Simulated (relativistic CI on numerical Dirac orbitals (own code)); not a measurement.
Ligand-field terms of d5

Computed with a parametric ligand-field model of a d^n configuration (Racah B and C, spin-orbit zeta, crystal field), exact diagonalisation.

Field parameters in Wybourne normalisation: Oh B⁴₀ = 21Dq, B⁴₄ = √(5/14) B⁴₀. The field is a parameter set, without covalency.

Question: Ground term and bands for B = 710, C = 3210, ζ = 0 cm⁻¹, Oh, 10Dq = 13490 cm⁻¹?

Answer: Ground term 6A1 with 2.00 electrons in the two orbitals of the cubic e set. Spin-allowed: none. Lowest spin-forbidden: 4T1 12195 cm⁻¹ (820 nm), 2T2 12939 cm⁻¹ (773 nm), 4T2 16752 cm⁻¹ (597 nm). A high-spin d5 ion has no spin-allowed d-d band, hence its pale colour.

Question: Ground term and bands for B = 710, C = 3210, ζ = 0 cm⁻¹, Oh, 10Dq = 19170 cm⁻¹?

Answer: Ground term 6A1 with 2.00 electrons in the two orbitals of the cubic e set. Spin-allowed: none. Lowest spin-forbidden: 2T2 2071 cm⁻¹, 4T1 6662 cm⁻¹ (1501 nm), 4T2 11648 cm⁻¹ (859 nm). A high-spin d5 ion has no spin-allowed d-d band, hence its pale colour.

Question: Ground term and bands for B = 710, C = 3210, ζ = 0 cm⁻¹, Oh, 10Dq = 14910 cm⁻¹?

Answer: Ground term 6A1 with 2.00 electrons in the two orbitals of the cubic e set. Spin-allowed: none. Lowest spin-forbidden: 2T2 10242 cm⁻¹ (976 nm), 4T1 10819 cm⁻¹ (924 nm), 4T2 15520 cm⁻¹ (644 nm). A high-spin d5 ion has no spin-allowed d-d band, hence its pale colour.

Question: Ground term and bands for B = 710, C = 3210, ζ = 0 cm⁻¹, Oh, 10Dq = 24850 cm⁻¹?

Answer: Ground term 2T2 with 0.05 electrons in the two orbitals of the cubic e set. Spin-allowed: 2A2 21114 cm⁻¹ (474 nm), 2T1 21354 cm⁻¹ (468 nm), 2T2 23162 cm⁻¹ (432 nm), 2E 24873 cm⁻¹ (402 nm). Lowest spin-forbidden: 6A1 8946 cm⁻¹ (1118 nm), 4T1 10021 cm⁻¹ (998 nm), 4T2 15213 cm⁻¹ (657 nm).

Question: Ground term and bands for B = 710, C = 3210, ζ = 0 cm⁻¹, Oh, 10Dq = 22010 cm⁻¹?

Answer: Ground term 2T2 with 0.06 electrons in the two orbitals of the cubic e set. Spin-allowed: 2A2 18386 cm⁻¹ (544 nm), 2T1 18625 cm⁻¹ (537 nm), 2T2 20363 cm⁻¹ (491 nm), 2E 22076 cm⁻¹ (453 nm). Lowest spin-forbidden: 6A1 3424 cm⁻¹ (2921 nm), 4T1 7297 cm⁻¹ (1370 nm), 4T2 12402 cm⁻¹ (806 nm).
